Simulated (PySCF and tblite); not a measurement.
Results of a calculation; reference values are marked as such.
System: C₅H₂N₂O₂, numbered as in [N:1]#[C:2][C:3](=[O:4])/[CH:5]=[C:6](\[OH:7])[C:8]#[N:9].

Motion: rotation about the C3–C5 bond (torsion C2–C3–C5–C6 from -180° to 0°, rising). GFN2-xTB gives an electronic barrier of 13.8 kcal/mol and a reaction energy of 6.5 kcal/mol.

(1) What does PBE0/pcSseg-1 + D3(BJ) give on GFN2-xTB geometries?

Programs: tblite and PySCF.

## Answers

(1) A barrier of 19.4 kcal/mol, 5.7 above the tight-binding barrier (from unrounded values), a reaction energy of 8.1 kcal/mol and, with GFN2-xTB thermal terms, ΔG‡(298 K) = 19.0 kcal/mol and k = 0.15 s⁻¹ (2 equivalent paths).
